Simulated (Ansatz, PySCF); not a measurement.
Spin states of FOTa (SMILES [O]=[Ta][F]), each relaxed with B3LYP-D3(BJ)/def2-TZVP.
State 1 (charge 0, multiplicity 1):
```xyz
3

Ta     0.36466    -0.10562     0.55304
O      1.01828    -0.20502    -1.01418
F     -1.41611     0.35801     0.39082
```
State 2 (charge 0, multiplicity 3):
```xyz
3

Ta     0.33816    -0.09557     0.47826
O      1.13424    -0.23367    -1.03890
F     -1.50557     0.37662     0.49032
```

Singlets are restricted, other states unrestricted; no spin–orbit coupling, no relativity up to Kr; see below for the cores. The largest T1 diagnostic is 0.027.

Correlated levels freeze the inner cores; with def2 sets outer-core shells near the valence are correlated too. CBS: X⁻³ extrapolation of the correlation energy, Hartree–Fock from the larger set.

Codes used: Ansatz (Gaussian basis) for Hartree–Fock, density functionals and correlated methods; PySCF for the dispersion terms.  In def2 rows elements past Kr take small-core potentials, without spin–orbit coupling.

```json
[
 {"level": "r2SCAN/def2-TZVPP", "energy of the multiplicity-3 state less that of the multiplicity-1 state (kcal/mol)": "-5.51"},
 {"level": "B3LYP-D4/def2-TZVPP", "energy of the multiplicity-3 state less that of the multiplicity-1 state (kcal/mol)": "2.92"},
 {"level": "PBE0-D3(BJ)/def2-TZVPP", "energy of the multiplicity-3 state less that of the multiplicity-1 state (kcal/mol)": "-1.61"},
 {"level": "PBE0-D4/def2-TZVPP", "energy of the multiplicity-3 state less that of the multiplicity-1 state (kcal/mol)": "-1.60"},
 {"level": "BHLYP/def2-TZVPP", "energy of the multiplicity-3 state less that of the multiplicity-1 state (kcal/mol)": "-1.80"},
 {"level": "BHLYP-D4/def2-TZVPP", "energy of the multiplicity-3 state less that of the multiplicity-1 state (kcal/mol)": "-1.78"},
 {"level": "CCSD/def2-SVP", "energy of the multiplicity-3 state less that of the multiplicity-1 state (kcal/mol)": "4.18"},
 {"level": "CCSD(T)/def2-SVP", "energy of the multiplicity-3 state less that of the multiplicity-1 state (kcal/mol)": "7.89"},
 {"level": "CCSD(T)/CBS(def2-SVP, def2-TZVPP)", "energy of the multiplicity-3 state less that of the multiplicity-1 state (kcal/mol)": "[?]"}
]
```

Task: Some entries are withheld; supply them.

Result: 
- CCSD(T)/CBS(def2-SVP, def2-TZVPP), energy of the multiplicity-3 state less that of the multiplicity-1 state (kcal/mol): 9.14

Doubts at one or more of the structures used: a restricted determinant that unrestricted orbitals would lower (CCSD/def2-SVP, CCSD(T)/def2-SVP, CCSD(T)/CBS(def2-SVP, def2-TZVPP)).

Ansatz is a program for electronic structure.
